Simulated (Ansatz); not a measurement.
Cost and result for the atomization energy of C2H7BN2Si, SMILES `N=C=CNB[SiH3]` (13 atoms, 12 bonds).

```xyz
13

N     1.2453   -3.2368   -1.4560
C     1.2340   -2.0674   -1.1032
C     1.1526   -0.7801   -0.8644
N     0.1035   -0.1682   -0.1600
B     0.0117    1.1811    0.1702
Si   -1.5933    1.8609    1.1710
H     1.7098   -3.8824   -0.8158
H     1.9486   -0.1305   -1.2044
H    -0.6399   -0.8003    0.0997
H     0.9194    1.8877   -0.1688
H    -1.2070    2.4821    2.4703
H    -2.3294    2.8973    0.3920
H    -2.5555    0.7565    1.4696
```

Charge 0, multiplicity 1. The geometry is a stationary point of PBE0-D4/def2-TZVP. It is one conformer, not always the lowest. Program: Ansatz. All runs use 4 threads of an Arm Neoverse V1 on a shared host. Times are those of one run each, without the atoms' runs, and a repeat can differ threefold. Electronic energies, without spin–orbit coupling; frozen cores. CCSD(T)/CBS adds CCSD(T) − MP2 in def2-TZVPP to the MP2 limit, and its time is that of the two runs behind it. T1 = 0.016. B3LYP takes the VWN-RPA correlation (the form of Gaussian; ORCA's B3LYP/G).

CCSD(T)/CBS is a level of theory with its own doubt, some kJ/mol a heavy atom from the limit and from the frozen cores, so smaller differences don't rank the functionals.

| level | functions | wall time | atomization (kJ/mol) | difference from CCSD(T)/CBS | per bond |
| --- | --- | --- | --- | --- | --- |
| PBE-D4/def2-TZVPP (with forces) | 295 | 3.4 s | 5045.3 | 186.7 | 15.6 |
| PBE0-D4/def2-TZVPP | 295 | 3.9 s | 4922.3 | 63.7 | 5.3 |
| r2SCAN-D4/def2-TZVPP (with forces) | 295 | 6 s | 4903.0 | 44.4 | 3.7 |
| B3LYP-D4/def2-TZVPP (with forces) | 295 | 6.5 s | 4926.7 | 68.1 | 5.7 |
| B2PLYP/def2-TZVPP | 295 | 8 s | 4850.6 | -8.0 | -0.7 |
| ωB97X-V/def2-TZVPP | 295 | 10 s | 4907.0 | 48.4 | 4.0 |
| ωB97M-V/def2-TZVPP (with forces) | 295 | 15 s | 4907.0 | 48.4 | 4.0 |
| MP2/def2-QZVPP | 565 | 35 s | 4877.5 | 18.9 | 1.6 |
| CCSD(T)/def2-TZVPP | 295 | 17 min | 4721.2 | -137.4 | -11.4 |
| CCSD(T)/CBS(def2) | – | 17 min | 4858.6 | 0.0 | 0.0 |

The D4 term adds +39.9 kJ/mol with B3LYP and +21.1 kJ/mol with PBE0; it sums over pairs of atoms, weighted by their polarisabilities, and B3LYP, whose exchange is more repulsive, gets the larger term. From PBE to PBE0 (25 % exact exchange), in def2-TZVPP and without D4, the atomization energy moves by −119.1 kJ/mol: exact exchange takes away binding that semilocal exchange gives to molecules. In def2-TZVPP, CCSD(T) changes the Hartree–Fock value by +1287.0 kJ/mol (the triples alone add +88.2 kJ/mol) and MP2 by +1361.7 kJ/mol; breaking electron pairs costs correlation energy, which Hartree–Fock lacks.
